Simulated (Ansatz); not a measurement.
Ansatz (a first-principles code) input (CCSD(T)/aug-cc-pVDZ):

Ansatz 0.2 input:
```yaml
crystal:
  periodic: [false, false, false]
  atoms:
    - {symbol: C, position_ang: [0.22312610, 1.67883596, 0.28187354]}
    - {symbol: C, position_ang: [-1.01109993, 0.93833709, 0.80789010]}
    - {symbol: C, position_ang: [-1.60903734, -0.04740754, -0.20369174]}
    - {symbol: C, position_ang: [-0.98750735, -1.45149623, -0.22771263]}
    - {symbol: C, position_ang: [0.53506506, -1.53117991, -0.04395913]}
    - {symbol: C, position_ang: [1.35613795, -0.43117996, -0.72832663]}
    - {symbol: C, position_ang: [1.49191391, 0.84203046, 0.11360328]}
    - {symbol: H, position_ang: [0.45186950, 2.51362687, 0.95111852]}
    - {symbol: H, position_ang: [-0.03904568, 2.12769217, -0.68305059]}
    - {symbol: H, position_ang: [-0.77422152, 0.42540313, 1.74636804]}
    - {symbol: H, position_ang: [-1.76939934, 1.68562010, 1.05624400]}
    - {symbol: H, position_ang: [-2.68009059, -0.15879066, -0.01594714]}
    - {symbol: H, position_ang: [-1.53057047, 0.40295646, -1.19799737]}
    - {symbol: H, position_ang: [-1.45320632, -2.06212155, 0.55151437]}
    - {symbol: H, position_ang: [-1.25838172, -1.92352962, -1.17678854]}
    - {symbol: H, position_ang: [0.77471422, -1.51395831, 1.02370194]}
    - {symbol: H, position_ang: [0.86460934, -2.50971018, -0.40269077]}
    - {symbol: H, position_ang: [0.93214861, -0.19327262, -1.70995111]}
    - {symbol: H, position_ang: [2.36173796, -0.81496605, -0.91965465]}
    - {symbol: H, position_ang: [1.86304460, 0.55332845, 1.10365261]}
    - {symbol: H, position_ang: [2.26520097, 1.48008270, -0.32458013]}
basis:
  gaussian:
    orbitals: aug-cc-pVDZ
magnetization: {spin_polarized: false}
correlation: {method: ccsd_t, electrons: outside_noble_gas}
output: {forces: true}
```

End of the output:

```
mean field evaluation 2: about -7427.9253 eV, gradient 5.2e1 eV
mean field evaluation 4: about -7435.6240 eV, gradient 5.7e0 eV
mean field evaluation 8: about -7435.7437 eV, gradient 2.8e-3 eV
mean field evaluation 16: about -7435.7437 eV, gradient 1.8e-6 eV
mean field -7435.74371342 eV, -273.2585413402 hartree, gradient 1.8e-6 eV, S^2 0.000000; 0 other end points of the search recorded, 0 dependent functions left out
7 core orbitals not correlated
reference -7435.74371342 eV, -273.2585413402 hartree; 21, 21 occupied and 259, 259 virtual orbitals, 2842 factors
densities: 18.64 GiB planned
second order -28.30145716 eV of doubles, -0.00000000 eV of singles
coupled cluster: 13.41 GiB planned
cycle   1  -29.80484641 eV  change    -1.5e0 eV  update   1.1e-1
cycle   2  -30.56510846 eV  change   -7.6e-1 eV  update   3.0e-2
cycle   3  -30.67560571 eV  change   -1.1e-1 eV  update   1.1e-2
cycle   4  -30.67573961 eV  change   -1.3e-4 eV  update   2.6e-3
cycle   5  -30.67682853 eV  change   -1.1e-3 eV  update   7.9e-4
cycle   6  -30.67707326 eV  change   -2.4e-4 eV  update   2.0e-4
cycle   7  -30.67706120 eV  change    1.2e-5 eV  update   6.3e-5
cycle   8  -30.67708072 eV  change   -2.0e-5 eV  update   1.7e-5
cycle   9  -30.67708578 eV  change   -5.1e-6 eV  update   5.9e-6
perturbative correction -1.07596502 eV, -0.0395409851 hartree
the calculation of the forces begins
1.60 GiB of device memory are held for the factors and their scratch space
Total energy: -7467.49676422 eV, -274.4254444341 hartree
Atom 0 at     0.223126     1.678836     0.281874 Å, force    -0.015356    -0.097545    -0.017775 eV/Å
Atom 1 at    -1.011100     0.938337     0.807890 Å, force     0.075725    -0.079599    -0.041148 eV/Å
Atom 2 at    -1.609037    -0.047408    -0.203692 Å, force     0.121124    -0.006115     0.030168 eV/Å
Atom 3 at    -0.987507    -1.451496    -0.227713 Å, force     0.057287     0.084204     0.013210 eV/Å
Atom 4 at     0.535065    -1.531180    -0.043959 Å, force    -0.047008     0.115056    -0.013078 eV/Å
Atom 5 at     1.356138    -0.431180    -0.728327 Å, force    -0.107317     0.033164     0.033863 eV/Å
Atom 6 at     1.491914     0.842030     0.113603 Å, force    -0.085982    -0.051407    -0.005593 eV/Å
Atom 7 at     0.451869     2.513627     0.951119 Å, force     0.104170     0.361276     0.305733 eV/Å
Atom 8 at    -0.039046     2.127692    -0.683051 Å, force    -0.122208     0.194449    -0.439370 eV/Å
Atom 9 at    -0.774222     0.425403     1.746368 Å, force     0.117683    -0.243606     0.433178 eV/Å
Atom 10 at    -1.769399     1.685620     1.056244 Å, force    -0.339381     0.338613     0.100817 eV/Å
Atom 11 at    -2.680091    -0.158791    -0.015947 Å, force    -0.479625    -0.055064     0.089679 eV/Å
Atom 12 at    -1.530570     0.402956    -1.197997 Å, force     0.048719     0.209539    -0.458721 eV/Å
Atom 13 at    -1.453206    -2.062122     0.551514 Å, force    -0.206798    -0.267172     0.354888 eV/Å
Atom 14 at    -1.258382    -1.923530    -1.176789 Å, force    -0.115370    -0.206369    -0.429178 eV/Å
Atom 15 at     0.774714    -1.513958     1.023702 Å, force     0.107448     0.020005     0.494732 eV/Å
Atom 16 at     0.864609    -2.509710    -0.402691 Å, force     0.143633    -0.438797    -0.167157 eV/Å
Atom 17 at     0.932149    -0.193273    -1.709951 Å, force    -0.205120     0.115087    -0.453341 eV/Å
Atom 18 at     2.361738    -0.814966    -0.919655 Å, force     0.452387    -0.172511    -0.074759 eV/Å
Atom 19 at     1.863045     0.553328     1.103653 Å, force     0.160973    -0.137470     0.448309 eV/Å
Atom 20 at     2.265201     1.480083    -0.324580 Å, force     0.335014     0.284263    -0.204460 eV/Å
Dipole moment:     0.001138     0.001672     0.000262 e Å
```
